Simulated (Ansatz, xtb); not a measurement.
Relative energy of two isomers of BGeH6NO

We compare a, `NB[O][GeH3]`, a singlet, with b, `OB[NH][GeH3]`, a singlet. Both are isolated molecules in the gas phase, relaxed with B3LYP-D3(BJ)/def2-SVP; each stands in its lowest conformer found.

a (Å):

```yaml
atoms:
  - { symbol: B, position_ang: [-2.3499, -0.0624, -3.4531] }
  - { symbol: Ge, position_ang: [-0.3754, -0.3867, -1.3899] }
  - { symbol: N, position_ang: [-2.8421, 1.1713, -2.9825] }
  - { symbol: O, position_ang: [-1.3259, -0.7539, -2.8645] }
  - { symbol: H, position_ang: [-2.4760, 1.6790, -2.1852] }
  - { symbol: H, position_ang: [-3.5969, 1.6535, -3.4534] }
  - { symbol: H, position_ang: [-2.8615, -0.5470, -4.4386] }
  - { symbol: H, position_ang: [0.0916, 1.0861, -1.4370] }
  - { symbol: H, position_ang: [0.8176, -1.3522, -1.4231] }
  - { symbol: H, position_ang: [-1.2653, -0.6243, -0.1523] }
```

b (Å):

| atom | x (Å) | y (Å) | z (Å) |
| --- | --- | --- | --- |
| B | -2.5240 | -1.1767 | -2.0928 |
| Ge | -1.0136 | -0.6005 | 0.3184 |
| N | -1.3049 | -1.2715 | -1.3926 |
| O | -3.5708 | -0.5453 | -1.4701 |
| H | -4.3709 | -0.5163 | -2.0035 |
| H | -2.6367 | -1.6403 | -3.2085 |
| H | -0.5239 | -1.7358 | -1.8421 |
| H | 0.4529 | -0.9422 | 0.6545 |
| H | -1.9608 | -1.2755 | 1.3277 |
| H | -1.2213 | 0.9253 | 0.3387 |

Quicker runs give these differences E(b) − E(a): GFN2-xTB +7.5 kcal/mol; HF/STO-3G −0.8 kcal/mol (at GFN2-xTB geometries); r2SCAN-D4/def2-SVP +2.4 kcal/mol (at GFN2-xTB geometries).

Problem. Estimate which is lower in electronic energy at CCSD(T)/def2-SVP + ΔMP2/def2-TZVPP, and by roughly how much.

Solution. The CCSD(T)/def2-SVP + ΔMP2/def2-TZVPP calculation puts structure a lower, by 2.5 kcal/mol.

The same difference at several levels:

```csv
level,geometry,E(b) − E(a) (kcal/mol),departure from the last row (kcal/mol),"job, with rough time for the two"
GFN2-xTB,GFN2-xTB,+7.5,+5.0,"optimisation, 1.1 s"
HF/STO-3G,GFN2-xTB,−0.8,−3.2,"single point, 2 s"
r2SCAN-D4/def2-SVP,GFN2-xTB,+2.4,−0.1,"single point, 7.8 s"
B3LYP-D3(BJ)/def2-SVP,B3LYP-D3(BJ)/def2-SVP,+3.0,+0.6,"optimisation, 3 min"
HF/def2-SVP,B3LYP-D3(BJ)/def2-SVP,+3.0,+0.5,part of the CCSD(T) run
MP2/def2-SVP,B3LYP-D3(BJ)/def2-SVP,+2.0,−0.4,part of the CCSD(T) run
CCSD(T)/def2-SVP,B3LYP-D3(BJ)/def2-SVP,+2.2,−0.3,single point
CCSD(T)/def2-SVP + ΔMP2/def2-TZVPP,B3LYP-D3(BJ)/def2-SVP,+2.5,,"single point, 60 s"
```

As drawn, b has 1 Ge–N, 1 O–H in place of 1 Ge–O, 1 N–H.

HF/STO-3G puts the two in the other order. The largest departure from CCSD(T)/def2-SVP + ΔMP2/def2-TZVPP is that of GFN2-xTB, 5.0 kcal/mol. The last row adds to CCSD(T) the change of the MP2 difference between the two basis sets, here +0.3 kcal/mol.

With harmonic frequencies from B3LYP-D3(BJ)/def2-SVP (ideal gas, rigid rotor, one conformer each, 298.15 K, 1 atm): on the last row, ΔE + ΔZPE = +2.8 kcal/mol. A mode under 50 cm⁻¹ makes harmonic enthalpies and free energies unreliable, so none is given.

The correlated steps freeze 12 core orbitals; the filled d shell of Ge is correlated, in a basis made for valence electrons. Run with Ansatz 0.2.0, xtb 6.7.1; the last row on 2 threads of Intel(R) Xeon(R) Processor @ 2.50GHz (Skylake/Cascade Lake) on a shared host.
